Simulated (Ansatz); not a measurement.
## One elementary step

Start structure (GaH$_{5}$O$_{2}$, closed shell), relaxed at PBE0-D4/def2-TZVP:

```
8
angstrom
Ga -0.7160 -0.2797 -1.0851
H -0.3051 -1.7911 -1.3047
H -0.0282 0.8396 -1.9471
H -2.0596 0.0224 -0.3246
H 0.5118 -0.9231 1.2469
O 0.6741 -0.1957 0.6304
O 0.5340 0.9498 1.4642
H 1.3890 1.3776 1.3199
```

The step: H₂O₂ ([OH][OH]) + GaH₃ → GaH₃O₂ ([OH][O][GaH2]) + H₂; bonds formed: H2–H5; dative contacts that become bonds: Ga1–O6; bonds broken: Ga1–H2, H5–O6. Program: Ansatz 0.2.0. Basis: def2-TZVPP and def2-QZVPP. Cores are frozen in the correlated methods. Filled d shells of the heavier atoms are correlated. The def2 sets are not built for correlating such inner shells, so the correlated values are less sure here. Extrapolation: Hartree–Fock as exp(−7.88 √X), correlation as X^−2.97. Energies below are by CCSD(T) at an estimated basis limit (MP2 extrapolated from triple and quadruple zeta, plus CCSD(T) − MP2 in triple zeta).

(1) What are the electronic barrier and the energy of the step, from the start structure to the end structure? (Judge from chemistry; the value comes from the calculation.)

No T1 diagnostic of these runs exceeds 0.016.

Results:

(1) By the calculation: Barrier 21.47 kcal/mol; step energy -1.90 kcal/mol (downhill); reverse barrier, their difference, 23.36 kcal/mol. Barrier and step energy count from the start structure, the reverse barrier from the end structure.

The saddle point: One imaginary mode of 1144i cm⁻¹.
```
  pair  start (Å)  saddle (Å)  end (Å)
Ga1–O6       2.21        2.01     1.81
 H2–H5       2.82        0.99     0.75
Ga1–H2       1.58        1.82     2.68
 H5–O6       0.97        1.31     2.82
```

Zero-point energy (harmonic, PBE0-D4): ZPE is 30.74 kcal/mol at the start and 28.13 kcal/mol at the saddle, so the barrier goes from 21.47 to 18.86 kcal/mol.

First-order rate constant out of the start structure at 298 K by transition-state theory, with harmonic vibrational free energies alone and no tunnelling: ΔA‡ = 19.55 kcal/mol, so k = (kB T/h) exp(−ΔA‡/kB T) ≈ 10^-2 s⁻¹ (an order of magnitude at best: rotation, the number of equivalent paths and anharmonicity are left out).

Labels in which every atom is bracketed show which atoms are joined, not bond orders.

For scale, one of the runs: CCSD(T)/def2-TZVPP, 180 basis functions, launched by `ansatz run in.yaml --threads 4 --pin off --events-out ev --progress --plain --max-ram 9574MiB`. Hardware: 4 CPU threads of an Arm Neoverse V2, shared host. Wall time 53 s; peak host memory 1.8 GiB.
